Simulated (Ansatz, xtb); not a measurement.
Diatomic NiH, multiplicity 2 (the spin of the measured ground state). No spin–orbit coupling. Ni is treated without relativity.

The constants come from a fifth-degree fit in 1/R (seven points, main isotopes). In def2 and cc sets the state is the lowest found near the PBE0 minimum, followed along R.

Run with Ansatz (Gaussian basis) for Hartree–Fock, density functionals and correlated methods; xtb for the GFN methods. Each number belongs to the level named beside it. The GFN methods have no spin term and hold the electronic entropy of 300 K.

| level | r_e (Å) | ω_e (cm⁻¹) | B_e (cm⁻¹) | α_e (cm⁻¹) | D_e (eV) | dipole (D) |
|---|---|---|---|---|---|---|
| GFN2-xTB | 1.515 | 1274 | 7.41 | 0.53 | - | - |
| SVWN5/def2-TZVPP | 1.445 | 2009 | 8.15 | 0.25 | 3.41 | 1.92 |
| PBE/def2-TZVPP | 1.468 | 1942 | 7.89 | 0.24 | 2.90 | 2.10 |
| r2SCAN/def2-TZVPP | 1.456 | 2006 | 8.03 | 0.24 | 2.93 | 2.25 |
| B97M-V/def2-TZVPP | 1.478 | 1907 | 7.79 | 0.25 | 2.87 | 2.28 |
| B3LYP/def2-TZVPP | 1.472 | 1927 | 7.86 | 0.24 | 2.84 | 2.41 |
| PBE0/def2-TZVPP | 1.472 | 1929 | 7.85 | 0.24 | 2.67 | 2.61 |
| BHLYP/def2-TZVPP | 1.483 | 1882 | 7.74 | 0.23 | 2.35 | 2.98 |
| CAM-B3LYP/def2-TZVPP | 1.469 | 1954 | 7.89 | 0.23 | 2.85 | 2.66 |
| wB97X-V/def2-TZVPP | 1.478 | 1936 | 7.79 | 0.22 | 2.85 | 2.95 |
| wB97M-V/def2-TZVPP | 1.472 | 1947 | 7.85 | 0.23 | 2.95 | 2.82 |
| B2PLYP/def2-TZVPP | 1.463 | 1980 | 7.95 | 0.23 | - | - |
| CCSD/def2-TZVPP | 1.516 | 1767 | 7.41 | 0.23 | 2.56 | - |
| CCSD/def2-QZVPP | 1.505 | 1873 | 7.51 | 0.23 | 2.65 | - |
| CCSD(T)/def2-TZVPP | 1.506 | 1791 | 7.51 | 0.24 | 2.62 | - |
| CCSD(T)/def2-QZVPP | 1.496 | 1902 | 7.61 | 0.23 | 2.73 | - |
| CCSD(T)/CBS(def2-TZVPP, def2-QZVPP) | 1.488 | 1987 | 7.69 | 0.22 | - | - |

D_e counts from each atom's lowest state at the same level, without counterpoise or zero-point energy.

Correlated levels freeze the inner cores; with def2 sets outer-core shells near the valence are correlated too. CBS(a, b) extrapolates the correlation energy as X⁻³ and adds the Hartree–Fock energy of set b.

Measured for the ground state: D_0 2.449 ± 0.083 eV (a handbook's tabulated 298 K bond energy less 3RT/2; such tables hold older values) [Luo, bond dissociation energies, CRC Handbook]. dipole 2.4 D [compilation of Liu, Meijer and Pérez-Ríos].

Ansatz is a program for electronic structure.
